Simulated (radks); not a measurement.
Ionisation of neutral hafnium, [Xe] 4f14 5d2 6s2, to [Xe] 4f14 5d1 6s2 as the strength of local exchange is varied. Calculated with a radial shooting solver on a logarithmic mesh with Libxc functionals: Dirac Kohn-Sham, Slater X-alpha exchange (alpha = 2/3 is LDA exchange), no correlation, spin-unpolarised, spherical densities, finite nucleus; open shells fill j = l - 1/2 first; Fermi nuclear charge, rms radius 5.347 fm.

| alpha | E(Hf) (hartree) | exchange (hartree) | IE (eV) | -e of the level emptied (eV) | <r> of it (bohr) |
|---|---|---|---|---|---|
| 0.594 | -15047.2979 | -260.5142 | 5.103 | 1.486 (5d3/2) | 2.630 |
| 0.667 | -15079.3516 | -293.2183 | 5.786 | 2.000 (5d3/2) | 2.518 |
| 0.749 | -15115.4469 | -330.1319 | 6.599 | 2.636 (5d3/2) | 2.412 |
| 0.996 | -15224.7439 | -442.4521 | 9.336 | 4.898 (5d3/2) | 2.168 |

NIST Atomic Spectra Database: 6.825 eV (measured). The Delta-SCF value meets it near alpha = 0.77. Spin polarisation and multiplet splitting are left out, so open shells lie too high by an amount that depends on their filling.

Beside tabulated values, note that spin-unpolarised runs miss the spin-polarisation part of the exchange energy of open shells.
